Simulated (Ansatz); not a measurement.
Isolated molecules relaxed with PBE0-D4/def2-TZVP in Ansatz; ΔE leaves out vibrations. CBS: MP2 limit from def2 TZ/QZ plus the TZ coupled-cluster correction, frozen cores. This one scheme is used for every species, atoms too. For atomizations the MP2-based limit and the directly extrapolated one differ by several kJ/mol either way, and by 10 to 25 for some Ge, Se and Sn compounds, so smaller differences from it don't rank the levels. Functionals use def2-TZVPP. B3LYP here is the variant with VWN-RPA as its local correlation; programs differ in this. Open shells (•) are unrestricted, without spin–orbit coupling. Spin–orbit coupling would lower the free atoms: a little for O; clearly for Br; strongly for Sn. Elements past krypton have def2 core potentials. Bonds to Br, Sn are less sure, by a few kJ/mol each and by 10 to 20 or more in all where they break to atoms, as the def2 sets lack core-valence functions. Scalar relativity is left out up to krypton. One conformer a species, not always the lowest.

Consider the atomization: `[OH][Sn]([OH])([Br])[Br]` → 2 Br• + 2 H• + 2 O• + Sn•.

`[OH][Sn]([OH])([Br])[Br]`:

Z-matrix (Å, degrees):
```
Sn
O 1 1.934
Br 1 2.440 2 108.2
O 1 1.942 2 105.0 3 120.6
Br 1 2.453 2 112.2 3 -120.8
H 2 0.963 1 111.2 3 -138.9
H 4 0.962 1 113.5 2 152.7
```

```json
{"level": "PBE", "ΔE (eV)": "22.67"}
{"level": "B3LYP", "ΔE (eV)": "21.57"}
{"level": "r2SCAN0", "ΔE (eV)": "21.61"}
{"level": "HF/def2-TZVPP", "ΔE (eV)": "14.21"}
```

Q: What does CCSD(T)/CBS give? (Estimate.)

A: Ansatz gave: +22.90 eV. The listed levels differ from it by -0.23, -1.33, -1.29, -8.69 eV.

Largest T1 diagnostic among the species: 0.011.

The D4 term adds +0.37 eV with B3LYP and +0.20 eV with PBE0; it sums over pairs of atoms, weighted by their polarisabilities, and B3LYP, whose exchange is more repulsive, gets the larger term. From PBE to PBE0 (25 % exact exchange), in def2-TZVPP and without D4, ΔE moves by −0.80 eV: exact exchange takes away binding that semilocal exchange gives to molecules.
